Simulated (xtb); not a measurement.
CH₃Cl₂Si, doublet, at a GFN2-xTB geometry; GFN1-xTB in xtb.

xtb was given this input:
```
$ xtb mol.xyz --gfn 1 --uhf 1 --ohess --json

# file mol.xyz
7

C     -2.01893835    -0.48835810    -0.00921030
Si    -0.23081554    -0.09736185    -0.53333853
Cl     1.04857991    -1.42708373     0.33708838
Cl     0.27405550     1.77962342     0.08689332
H     -2.11035886    -0.42589345     1.07439724
H     -2.30897346    -1.48877870    -0.31358728
H     -2.72042203     0.21471190    -0.44649774
```

Question: What does xtb print? Leave out banner, timings and long lists.

Answer: 
```
   ID    Z sym.   atoms
    1    6 C      1
    2   14 Si     2
    3   17 Cl     3, 4
    4    1 H      5-7

           -------------------------------------------------
          |                Calculation Setup                |
           -------------------------------------------------

           -------------------------------------------------
          |                 G F N 1 - x T B                 |
           -------------------------------------------------

          ...................................................
          :                      SETUP                      :
          :.................................................:
          :  # basis functions                  40          :
          :  # atomic orbitals                  37          :
          :  # shells                           17          :
          :  # electrons                        25          :
          :  # halogen bonds                     0          :
          :  max. iterations                   250          :
          :  Hamiltonian                  GFN1-xTB          :
          :  restarted?                      false          :
          :  GBSA solvation                  false          :
          :  PC potential                    false          :
          :  electronic temp.          300.0000000     K    :
          :  accuracy                    1.0000000          :
          :  -> integral cutoff          0.2500000E+02      :
          :  -> integral neglect         0.1000000E-07      :
          :  -> SCF convergence          0.1000000E-05 Eh   :
          :  -> wf. convergence          0.2000000E-04 e    :
          :  Broyden damping             0.4000000          :
          :  net charge                          0          :
          :  unpaired electrons                  1          :
          ...................................................

 iter      E             dE          RMSdq      gap      omega  full diag
   1    -14.2226001 -0.142226E+02  0.726E+00    4.50       0.0  T
   2    -14.2351821 -0.125820E-01  0.428E+00    4.47       1.0  T
   3    -14.2342035  0.978540E-03  0.711E-01    4.52       1.0  T
   4    -14.2361459 -0.194241E-02  0.145E-01    4.50       1.0  T
   5    -14.2361832 -0.372502E-04  0.447E-02    4.51       1.0  T
   6    -14.2361862 -0.302444E-05  0.716E-03    4.51       5.3  T
   7    -14.2361862 -0.815551E-08  0.226E-03    4.51      16.7  T
[...]
         :: total energy             -14.152825910791 Eh    ::
 * total energy  :   -14.1528259 Eh     change       -0.5919709E-10 Eh
 * total energy  :   -14.1534163 Eh     change       -0.5904045E-03 Eh
 * total energy  :   -14.1535672 Eh     change       -0.1508810E-03 Eh
 * total energy  :   -14.1536095 Eh     change       -0.4231662E-04 Eh
 * total energy  :   -14.1536672 Eh     change       -0.5773536E-04 Eh
 * total energy  :   -14.1536686 Eh     change       -0.1363313E-05 Eh
   *** GEOMETRY OPTIMIZATION CONVERGED AFTER 6 ITERATIONS ***
         :: total energy             -14.153668611714 Eh    ::
[...]

    mode    ω/cm⁻¹     T·S(HO)/kcal·mol⁻¹    T·S(FR)/kcal·mol⁻¹   T·S(vib)
   ------------------------------------------------------------------------
       1    139.63    -0.83746 ( 98.38%)    -0.75214 (  1.62%)    -0.83608
       2    158.98    -0.76382 ( 99.03%)    -0.71372 (  0.97%)    -0.76333
       3    159.81    -0.76088 ( 99.05%)    -0.71218 (  0.95%)    -0.76042
       4    217.08    -0.59131 ( 99.72%)    -0.62148 (  0.28%)    -0.59140
   ------------------------------------------------------------------------

   temp. (K)  partition function   enthalpy   heat capacity  entropy
                                   cal/mol     cal/K/mol   cal/K/mol   J/K/mol
 298.15  VIB   14.6                 2046.813     12.847     12.186
         ROT  0.207E+06              888.752      2.981     27.308
         INT  0.303E+07             2935.566     15.828     39.494
         TR   0.118E+28             1481.254      4.968     40.091
         TOT                        4416.8197    20.7965    79.5851   332.9839

       T/K    H(0)-H(T)+PV         H(T)/Eh          T*S/Eh         G(T)/Eh
   ------------------------------------------------------------------------
    298.15    0.703865E-02    0.456325E-01    0.378134E-01    0.781909E-02
   ------------------------------------------------------------------------

         :::::::::::::::::::::::::::::::::::::::::::::::::::::
         ::                  THERMODYNAMIC                  ::
         :::::::::::::::::::::::::::::::::::::::::::::::::::::
         :: total free energy         -14.145849516761 Eh   ::
         ::.................................................::
         :: total energy              -14.153668611714 Eh   ::
         :: zero point energy           0.038593875454 Eh   ::
         :: G(RRHO) w/o ZPVE           -0.030774780501 Eh   ::
         :: G(RRHO) contrib.            0.007819094953 Eh   ::
         :::::::::::::::::::::::::::::::::::::::::::::::::::::

optimized geometry written to: xtbopt.xyz

           -------------------------------------------------
          | TOTAL ENERGY              -14.153668611714 Eh   |
          | TOTAL ENTHALPY            -14.108036086034 Eh   |
          | TOTAL FREE ENERGY         -14.145849516761 Eh   |
          | GRADIENT NORM               0.000288162751 Eh/α |
          | HOMO-LUMO GAP               4.448053597513 eV   |
           -------------------------------------------------

normal termination of xtb
```
